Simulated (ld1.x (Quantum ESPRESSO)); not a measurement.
**What one change does to a pseudopotential (germanium (Ge), TM)**

| Property | Result |
| --- | --- |
| Element | germanium (Ge) |
| Generator | ld1.x (Quantum ESPRESSO) 7.5 |
| Type | norm-conserving Troullier–Martins (Kleinman–Bylander form) |
| Functional | PW91 |
| Relativity | scalar-relativistic |
| Frozen core | [Ar] |
| Valence charge | 14 |
| Reference configuration | 3d10 4s2 4p0.5 (charge +1.5) |
| Partial waves | 4s (bound): rc 1.70 bohr; 4p (bound): rc 1.55 bohr; 3d (bound): rc 1.00 bohr |
| Local potential | all-electron potential smoothed inside 1.40 bohr (lloc = -1) |
| Core correction | none |

Change: all radii scaled by about 1.37 (s 2.34, p 2.12, d 1.38 bohr); local potential all-electron potential smoothed inside 1.92 bohr (lloc = -1).

Cutoffs: the cutoffs (Ry, on a coarse ladder) from which the occupation-weighted sum of valence levels, in a spherical-Bessel basis at the reference potential, stays within 10 and 1 mRy of its value at 400 Ry; they do not see the model core or the augmentation charge, which bear on the density cutoff. Errors are all-electron minus pseudo energies relative to the spin-unpolarised reference configuration.

Problem. How do hardness, ghosts and transferability respond?

Solution. Of the 7 tests that both files solve, the error grows in 1 and shrinks in 1 by more than 15 % and 0.3 meV (median size 11.2 → 52.4 meV); neither file shows a bound ghost.

```tsv
quantity	base	changed
cutoff, loose	260 Ry	160 Ry
cutoff, tight	over 300 Ry	300 Ry
loose cutoff by channel (10 mRy a level)	s 15 Ry, p 10 Ry, d 230 Ry	s 10 Ry, p 6 Ry, d 140 Ry
bound ghosts	none	none
error for 3d10 4s2 4p2, meV [ΔE -14.19 eV]	+11	+9.6
error for 3d10 4s2 4p1, meV [ΔE -6.69 eV]	+2.4	+2.4
error for 3d10 4s2 4p0, meV [ΔE 8.84 eV]	+1.0	+1.1
error for 3d10 4s0 4p0, meV [ΔE 90.17 eV]	+130	-52
error for 3d9 4s2 4p3, meV [ΔE 15.48 eV]	-316	-315
error for 3d9 4s2 4p2, meV [ΔE 24.59 eV]	-183	-199
error for 3d10 4s0 4p4, meV [ΔE 2.06 eV]	+7.3	-59
```
